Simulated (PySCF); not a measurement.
# Computed records: BGeH5NSi, CH7GeNSi, CH5GeSi, CH5ClGeSi

All values are calculated (PySCF 2.14.0). Calculation on a computer-drawn molecule: the log of a Hartree-Fock and frozen-core CCSD(T) single point meant for a local Hartree-Fock minimum, with one planted fault or none, to be diagnosed. Offsets are logged minus clean, where the clean run is the same molecule without the fault. The reference is restricted for singlets and unrestricted otherwise, and also for a bond in bohr or an excited solution. Adding or removing an electron swaps singlet and doublet. The excited solution moves the top pair (singlet) or top alpha electron (doublet) to the lowest empty orbital. Highest occupied and lowest empty are orbital energies over both spins, largest force is the largest gradient component, triples share is (T) over the correlation energy, the T1 limit is 0.02 restricted and 0.045 unrestricted, electrons count all cores, a negative frequency is imaginary (commonest isotopes), and the dipole is about the centre of nuclear charge; on germanium a core potential holds 10 electrons, which the energies leave out, and 3d is frozen in MP2 and coupled-cluster steps.

Common to all runs: meant multiplicity 1; meant basis cc-pV(D+d)Z; meant basis and core potential on germanium cc-pVDZ-PP ECP10MDF; logged SCF converged yes; logged CC converged yes; logged SCF stable within its kind yes; possible faults no fault, one electron removed, one electron added, multiplicity raised by two, geometry at a saddle point, SCF held on an excited solution, minimal basis STO-3G, one bond length entered in bohr, all coordinates scaled.

(1) BGeH5NSi

Logged structure:
```xyz
9
BGeH5NSi
Si    -1.8805    -1.3423     1.4640
N     -0.9838    -0.0429     1.3622
B     -0.4394     1.1890     1.2951
Ge     1.6829     0.9860     1.0937
H     -2.1552    -1.9783     2.7507
H     -2.3938    -2.0080     0.2686
H     -0.9237     2.2745     1.3286
H      2.4204     0.7412    -0.2215
H      2.6577     0.7707     2.2499
```

* meant charge: 1
* logged electrons: 62
* logged basis functions: 99
* logged spin squared: 0
* logged highest occupied: -14.269 eV
* logged lowest empty: -4.72 eV
* logged largest force: 3.528e-06 hartree/bohr
* logged lowest frequency: 33.262 cm⁻¹
* logged T1 diagnostic: 0.019698
* logged D1 diagnostic: 0.061164
* logged triples share: 0.034239
* logged dipole magnitude: 1.7683 debye
* logged energy HF: -664.09918 hartree
* logged energy CCSD(T): -664.57068 hartree
* planted fault: no fault
* HF energy offset from clean run: 0 kcal/mol
* CCSD(T) energy offset from clean run: 0 kcal/mol

Drawn bonds:
```
atom  other atom  order
   1           2      2
   2           3      1
   3           4      1
   1           5      1
   1           6      1
   3           7      1
   4           8      1
   4           9      1
```

(2) CH7GeNSi

Logged structure:
```xyz
11
CH7GeNSi
Si    -0.0856    -0.3177     2.1165
N     -0.3472    -0.7057     0.6274
C     -1.3159    -0.5836    -0.4114
Ge    -0.6933     0.7347    -1.7489
H     -0.9891     0.4136     3.0314
H      1.1825    -0.6871     2.7548
H     -2.3139    -0.2835    -0.0689
H     -1.4288    -1.5364    -0.9374
H     -1.7184     0.8793    -2.8873
H      0.6503     0.2989    -2.3416
H     -0.5188     2.1005    -1.0679
```

* meant charge: 0
* logged electrons: 66
* logged basis functions: 109
* logged spin squared: 2.0316
* logged highest occupied: -6.2088 eV
* logged lowest empty: 0.34955 eV
* logged largest force: 0.15514 hartree/bohr
* logged T1 diagnostic: 0.031603
* logged D1 diagnostic: 0.20188
* logged triples share: 0.027423
* logged dipole magnitude: 2.3252 debye
* logged energy HF: -678.559 hartree
* logged energy CCSD(T): -679.10091 hartree
* planted fault: multiplicity raised by two
* HF energy offset from clean run: 50.52 kcal/mol
* CCSD(T) energy offset from clean run: 76.73 kcal/mol

Drawn bonds:
```
atom  other atom  order
   1           2      2
   2           3      1
   3           4      1
   1           5      1
   1           6      1
   3           7      1
   3           8      1
   4           9      1
   4          10      1
   4          11      1
```

(3) CH5GeSi

Logged structure:
```xyz
8
CH5GeSi
Si    -0.0530    -1.8642     0.0890
C     -0.5978    -0.5894     1.1314
Ge    -0.5952    -0.7049     2.9467
H      0.4451    -3.1200     0.6531
H     -0.0665    -1.7447    -1.3680
H     -0.9645     0.3361     0.6974
H     -1.0787     0.4288     3.8195
H     -0.1017    -1.9570     3.6385
```

* meant charge: 1
* logged electrons: 56
* logged basis functions: 85
* logged spin squared: 2.0182
* logged highest occupied: -11.508 eV
* logged lowest empty: -6.383 eV
* logged largest force: 0.074753 hartree/bohr
* logged T1 diagnostic: 0.017975
* logged D1 diagnostic: 0.082849
* logged triples share: 0.027675
* logged dipole magnitude: 3.588 debye
* logged energy HF: -622.70152 hartree
* logged energy CCSD(T): -623.03582 hartree
* planted fault: withheld

Drawn bonds:
```
atom  other atom  order
   1           2      2
   2           3      1
   1           4      1
   1           5      1
   2           6      1
   3           7      1
   3           8      1
```

(4) CH5ClGeSi

Logged structure:
```xyz
9
CH5ClGeSi
Si    -0.3302    -0.2651     0.8536
C     -1.4343     0.4591    -0.2092
Ge    -1.1369     1.0751    -2.0003
Cl     0.9542     0.6968    -2.5374
H      1.0760    -0.5368     0.5390
H     -0.7251    -0.6829     2.2087
H     -2.4509     0.6031     0.1526
H     -1.3260     2.5819    -2.1634
H     -1.9614     0.3251    -3.0446
```

* meant charge: 0
* logged electrons: 74
* logged basis functions: 108
* logged spin squared: 2.0287
* logged highest occupied: -6.3541 eV
* logged lowest empty: 0.099478 eV
* logged largest force: 0.08488 hartree/bohr
* logged T1 diagnostic: 0.011867
* logged D1 diagnostic: 0.036831
* logged triples share: 0.025193
* logged dipole magnitude: 3.4295 debye
* logged energy HF: -1082.5099 hartree
* logged energy CCSD(T): -1083.01225 hartree
* planted fault: withheld

Drawn bonds:
```
atom  other atom  order
   1           2      2
   2           3      1
   3           4      1
   1           5      1
   1           6      1
   2           7      1
   3           8      1
   3           9      1
```

Questions
1. Which fault was planted in the run of CH5GeSi (entry 3)?
2. Give the missing planted fault for CH5ClGeSi (entry 4).

Calculated values
1. multiplicity raised by two
2. multiplicity raised by two

Further results for CH5GeSi (entry 3):

* HF energy offset from clean run: 54.74 kcal/mol
* CCSD(T) energy offset from clean run: 71.11 kcal/mol

Further results for CH5ClGeSi (entry 4):

- HF energy offset from clean run: 46.93 kcal/mol
- CCSD(T) energy offset from clean run: 69.62 kcal/mol
